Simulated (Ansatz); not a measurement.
`[NH2][Ga]([NH2])[NH2]` and `[NH2][Ga]([NH2])[SH]` differ in one atom or group.

Ansatz, PBE0-D4/def2-TZVP geometries, multiplicity 1. Each molecule was computed in one conformer, which needn't be the lowest.

Scalar relativity is left out up to krypton.

```csv
property,`[NH2][Ga]([NH2])[NH2]`
HOMO–LUMO gap (B3LYP/def2-TZVPP) / eV,6.33
LUMO energy (PBE/def2-TZVPP) / eV,-0.68
HOMO energy (B3LYP/def2-TZVPP) / eV,-6.51
LUMO energy (ωB97M-V/def2-TZVPP) / eV,1.69
"ideal-gas entropy at 298 K and 1 bar (rigid rotor, harmonic PBE0-D4/def2-TZVP) / J/(mol·K)",351
HOMO energy (PBE0/def2-TZVPP) / eV,-6.76
```

**Question.** Give the same properties after the change, and the shifts. (Best estimate.)

**Answer.** Ansatz gave: 
| property | `[NH2][Ga]([NH2])[SH]` | shift |
| --- | --- | --- |
| HOMO–LUMO gap (B3LYP/def2-TZVPP) / eV | 6.37 | 0.04 |
| LUMO energy (PBE/def2-TZVPP) / eV | -0.96 | -0.28 |
| HOMO energy (B3LYP/def2-TZVPP) / eV | -6.81 | -0.30 |
| LUMO energy (ωB97M-V/def2-TZVPP) / eV | 1.49 | -0.20 |
| ideal-gas entropy at 298 K and 1 bar (rigid rotor, harmonic PBE0-D4/def2-TZVP) / J/(mol·K) | 364 | 13 |
| HOMO energy (PBE0/def2-TZVPP) / eV | -7.07 | -0.31 |

The zero-point energy changes by -42.3 kJ/mol with -3 modes.

B3LYP here is the variant with VWN-RPA as its local correlation; programs differ in this.
